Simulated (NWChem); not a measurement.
C₂H₃AlClNO; SMILES [CH3][Al]([Cl])[N]=C=O

```xyz
9

Al     0.4576     0.5156    -0.0008
Cl    -1.1490     1.8693     0.0004
C      2.3009     1.0919    -0.0001
H      2.8392     0.6727    -0.8660
H      2.8189     0.7280     0.9027
H      2.3961     2.1873    -0.0319
N      0.0213    -1.2043    -0.0003
C     -0.3227    -2.3556     0.0001
O     -0.6482    -3.4769     0.0003
```
Atoms are numbered in this order, from 1.

Computed with NWChem. Pople sets run with spherical d functions. The geometry was optimised at PBE0/def2-SVP. GIAO values for the isolated, static molecule; σ is the absolute isotropic shielding, δ = σ(reference) − σ with the isolated reference molecule computed at the same levels (13C: tetramethylsilane, 1H: tetramethylsilane, 15N: ammonia, 17O: water).

For level PBE0/pcSseg-1:

| Item | Result |
|---|---|
| σ Al1 (ppm) | 401.9 |
| δ C3 (ppm) | -11.7 |
| δ H4 (rotor mean) (ppm) | -0.15 |
| δ N7 (ppm) | 59.0 |
| δ C8 (ppm) | 127.5 |
| δ O9 (ppm) | 139.9 |

### Question
Estimate the same quantities for level B3LYP/6-31G*.

### Answer
- σ Al1 (ppm) = 456.6
- δ C3 (ppm) = -9.4
- δ H4 (rotor mean) (ppm) = -0.31
- δ N7 (ppm) = 45.4
- δ C8 (ppm) = 110.3
- δ O9 (ppm) = 107.0
